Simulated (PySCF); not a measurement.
C8H7NO, SMILES c1c[nH]c(-c2ccco2)c1 at its GFN2-xTB optimised geometry (Å):

```
17

C     -0.7293    -2.9503     0.0000
C      0.6419    -2.9503     0.0000
N      1.0657    -1.6635     0.0000
C     -0.0124    -0.8257     0.0000
C      0.1385     0.6001     0.0000
C     -0.7882     1.6121     0.0000
C     -0.0547     2.8202     0.0000
C      1.2579     2.4665     0.0000
O      1.3904     1.1260     0.0000
C     -1.1491    -1.6111     0.0000
H     -1.3633    -3.8146     0.0000
H      1.3343    -3.7688     0.0000
H      2.0216    -1.3491     0.0000
H     -1.8523     1.5017     0.0000
H     -0.4519     3.8146     0.0000
H      2.1600     3.0452     0.0000
H     -2.1600    -1.2572     0.0000
```

Computed with PBE0/def2-SVP in PySCF. Cells within 0.4 Å of a nucleus heavier than hydrogen are left out (blank, or x).

Map of the Laplacian of the electron density (e/bohr⁵), clipped to [-1.50, 1.50] on the plane z = 0.0 Å:

```
|7777777777777777777777777|
|7777777777777777777777777|
|7777777777777777777777777|
|7777777777777777777777777|
|7777777777747777777777777|
|7777777777726887777777777|
|777777777786x576077777777|
|777777777783x4xx677777777|
|7777777777828876877777777|
|7777777701xx898x977777777|
|777777777784660x877777777|
|777777777788xx99877777777|
|7777777777783787777777777|
|777777777788x787777777777|
|777777775772x488777777777|
|777777772xx695x0077777777|
|77777777776898x8877777777|
|7777777777278748777777777|
|7777777778xx3xx7777777777|
|7777777774277725777777777|
|7777777776677776777777777|
|7777777777777777777777777|
|7777777777777777777777777|
|7777777777777777777777777|
|7777777777777777777777777|
```
Scale: ten equal steps from -1.50 (start of '0') to 0.538 (end of '9'), in the order '0123456789'; x runs from -6.00 to 6.00, y from -6.00 (bottom) to 6.00 (top).
